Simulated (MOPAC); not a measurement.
Input file for MOPAC: PM3 on BeH4OSi (SMILES [BeH][O][SiH3]), a point of a bond scan (R = 2.222 Å).

```
PM3 1SCF PRECISE CHARGE=0 THREADS=1
BeH4OSi

Be    -1.57329209 1    -0.93057217 1     1.03196074 1
H     -2.56627019 1    -1.51789972 1     1.68327935 1
O     -0.52197513 1    -0.30873830 1     0.34237625 1
Si     0.70038793 1     0.41426606 1    -0.45940157 1
H      0.83512330 1    -0.40195193 1    -2.52150591 1
H      1.97927429 1     0.16602969 1     0.24550305 1
H      0.46032280 1     1.87421957 1    -0.52987566 1
```

The log:

```
*******************************************************************************
 **                                                                           **
 **                              MOPAC v23.2.5                                **
 **                                                                           **
 *******************************************************************************
 ** MOPAC's Digital Object Identifier: https://doi.org/10.5281/zenodo.6511958 **
 **                                                                           **
 ** Please cite the open-source release paper for use of this MOPAC version:  **
 ** J. E. Moussa and J. J. P. Stewart (2026)                                  **
 ** MOPAC: An open-source semiempirical molecular orbital program             **
 ** J. Open Source Softw., 11(119), 8025, https://doi.org/10.21105/joss.08025 **
 *******************************************************************************

                              PM3 CALCULATION RESULTS

 *******************************************************************************
 *  PM3        - The PM3 Hamiltonian to be used
 *
 *
 *
 *                 CHARGE ON SYSTEM = 0
 *
 *
 *
 *  PRECISE    - TIGHTER CRITERIA TO BE USED
 *  1SCF       - DO 1 SCF AND THEN STOP
 *  THREADS=1  - MULTI-THREADING NOT USED
 *  T=         - A TIME OF 172800.0 SECONDS REQUESTED
 *  DUMP=N     - RESTART FILE WRITTEN EVERY 7200.0 SECONDS REQUESTED
 *******************************************************************************
PM3 1SCF PRECISE CHARGE=0 THREADS=1
 BeH4OSi

   ATOM   CHEMICAL          X               Y               Z
  NUMBER   SYMBOL      (ANGSTROMS)     (ANGSTROMS)     (ANGSTROMS)

     1      Be         -1.57329209  *  -0.93057217  *   1.03196074  *
     2       H         -2.56627019  *  -1.51789972  *   1.68327935  *
     3       O         -0.52197513  *  -0.30873830  *   0.34237625  *
     4      Si          0.70038793  *   0.41426606  *  -0.45940157  *
     5       H          0.83512330  *  -0.40195193  *  -2.52150591  *
     6       H          1.97927429  *   0.16602969  *   0.24550305  *
     7       H          0.46032280  *   1.87421957  *  -0.52987566  *



          CARTESIAN COORDINATES

    NO.       ATOM           X           Y           Z

     1        Be         -1.5733     -0.9306      1.0320
     2         H         -2.5663     -1.5179      1.6833
     3         O         -0.5220     -0.3087      0.3424
     4        Si          0.7004      0.4143     -0.4594
     5         H          0.8351     -0.4020     -2.5215
     6         H          1.9793      0.1660      0.2455
     7         H          0.4603      1.8742     -0.5299

  H: (PM3): J. J. P. STEWART, J. COMP. CHEM. 10, 209 (1989).
 Be: (PM3): J. J. P. STEWART, J. COMP. CHEM. 10, 209 (1989).
  O: (PM3): J. J. P. STEWART, J. COMP. CHEM. 10, 209 (1989).
 Si: (PM3): J. J. P. STEWART, J. COMP. CHEM. 10, 209 (1989).

           Empirical Formula: H4 O Be Si  =     7 atoms



      MOLECULAR POINT GROUP   :   Cs


      RHF CALCULATION, NO. OF DOUBLY OCCUPIED LEVELS = 8


 -------------------------------------------------------------------------------
 PM3 1SCF PRECISE CHARGE=0 THREADS=1
 BeH4OSi



     1SCF WAS SPECIFIED, SO BFGS WAS NOT USED
     SCF FIELD WAS ACHIEVED


                              PM3 CALCULATION
                                                       MOPAC v23.2.5 Linux




          FINAL HEAT OF FORMATION =        -18.01047 KCAL/MOL =     -75.35582 KJ/MOL


          COSMO AREA              =        118.54 SQUARE ANGSTROMS
          COSMO VOLUME            =        105.32 CUBIC ANGSTROMS

          IONIZATION POTENTIAL    =          8.982000 EV
          HOMO LUMO ENERGIES (EV) =         -8.982  0.132
          NO. OF FILLED LEVELS    =          8
          MOLECULAR WEIGHT        =         57.1287         POINT GROUP:  Cs

          MOLECULAR DIMENSIONS (Angstroms)

            Atom       Atom       Distance
            H     5    H     2     5.52223
            H     2    H     7     2.76237
            H     6    H     2     2.17122


          SCF CALCULATIONS        =          1





   ATOM   CHEMICAL          X               Y               Z
  NUMBER   SYMBOL      (ANGSTROMS)     (ANGSTROMS)     (ANGSTROMS)

     1      Be         -1.57329209  *  -0.93057217  *   1.03196074  *
     2       H         -2.56627019  *  -1.51789972  *   1.68327935  *
     3       O         -0.52197513  *  -0.30873830  *   0.34237625  *
     4      Si          0.70038793  *   0.41426606  *  -0.45940157  *
     5       H          0.83512330  *  -0.40195193  *  -2.52150591  *
     6       H          1.97927429  *   0.16602969  *   0.24550305  *
     7       H          0.46032280  *   1.87421957  *  -0.52987566  *

                             CARTESIAN COORDINATES

   1   Be       -1.573292090    -0.930572170     1.031960740
   2    H       -2.566270190    -1.517899720     1.683279350
   3    O       -0.521975130    -0.308738300     0.342376250
   4   Si        0.700387930     0.414266060    -0.459401570
   5    H        0.835123300    -0.401951930    -2.521505910
   6    H        1.979274290     0.166029690     0.245503050
   7    H        0.460322800     1.874219570    -0.529875660


           Empirical Formula: H4 O Be Si  =     7 atoms



      MOLECULAR POINT GROUP   :   Cs


                  EIGENVALUES
 -35.06199 -16.38886 -13.78828 -13.31067 -12.65795 -12.30284  -9.92836  -8.98200
   0.13173   1.52325   1.94057   2.62843   2.84238   4.75296   4.75533   7.27237


              NET ATOMIC CHARGES AND DIPOLE CONTRIBUTIONS

  ATOM NO.   TYPE          CHARGE      No. of ELECS.   s-Pop       p-Pop
    1         Be           0.474516        1.5255     0.84037     0.68511
    2          H          -0.136069        1.1361     1.13607
    3          O          -0.672556        6.6726     1.69185     4.98071
    4         Si           0.711669        3.2883     0.96395     2.32438
    5          H          -0.113988        1.1140     1.11399
    6          H          -0.131786        1.1318     1.13179
    7          H          -0.131786        1.1318     1.13179
 DIPOLE           X         Y         Z       TOTAL
 POINT-CHG.     0.170     0.213     0.136     0.305
 HYBRID        -0.206     0.013     0.434     0.480
 SUM           -0.036     0.226     0.570     0.614


          ATOMIC ORBITAL ELECTRON POPULATIONS

     Atom    s        px        py        pz
    1 Be   0.84037   0.31047   0.17824   0.19640
    2  H   1.13607
    3  O   1.69185   1.54527   1.73846   1.69697
    4 Si   0.96395   0.72051   0.80356   0.80031
    5  H   1.11399
    6  H   1.13179
    7  H   1.13179

 **********************
 *                    *
 * JOB ENDED NORMALLY *
 *                    *
 **********************




 == MOPAC DONE ==
```

The run finished.

Cost: about 0.03 core-seconds (a rough figure).
